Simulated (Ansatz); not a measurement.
Li18 was relaxed with PBE0 (def2-SVP, def2-SVPD) in Ansatz in these states: charge -1 doublet, neutral singlet. The geometries follow in no particular order.

A:

```xyz
18

Li    0.041   -1.459    0.386
Li   -3.619    1.788    0.874
Li    1.148    0.983   -0.018
Li   -0.379   -3.959   -0.483
Li   -0.729    3.220   -0.178
Li   -0.986    0.818    2.238
Li    1.952    2.754    1.848
Li   -0.503   -2.651    2.741
Li    3.710    0.278    0.275
Li   -1.295   -1.536   -2.361
Li    2.603    2.609   -1.572
Li   -1.548    0.615   -0.549
Li    2.300   -2.831    0.788
Li   -2.877   -1.508    0.599
Li   -0.025    1.278   -2.829
Li    1.788   -1.127   -1.933
Li   -3.316    1.085   -2.442
Li    1.731   -0.355    2.616
```

B:

Cartesian coordinates in Å:
```
Li 0.143 -1.149 1.026
Li -3.066 2.542 0.961
Li 1.104 0.711 -0.818
Li -0.633 -3.656 1.559
Li -0.595 3.000 -1.294
Li -0.065 1.777 1.757
Li 2.730 2.801 -0.426
Li 0.590 -1.311 3.656
Li 3.552 -0.366 -1.189
Li -2.235 -2.033 -0.718
Li 1.905 1.268 -3.313
Li -1.641 0.595 -0.261
Li 2.338 -2.714 1.144
Li -2.437 -0.531 2.187
Li -1.111 0.177 -2.905
Li 0.860 -1.999 -1.568
Li -4.034 0.556 -1.483
Li 2.595 0.333 1.685
```

Judge from the bond lengths which geometry belongs to which state (an estimate).

A is the charge -1 doublet (Li1–Li16 2.923 Å, Li3–Li16 2.920 Å, Li12–Li15 2.821 Å); B is the neutral singlet (Li1–Li16 2.823 Å, Li3–Li16 2.823 Å, Li12–Li15 2.729 Å).

The restricted singlet is unstable towards broken spin symmetry in Hartree–Fock (as tested in another run); at PBE0/def2-SVP this wasn't settled. These are the stationary points nearest to one start from a short search; other shapes may lie lower in each state.
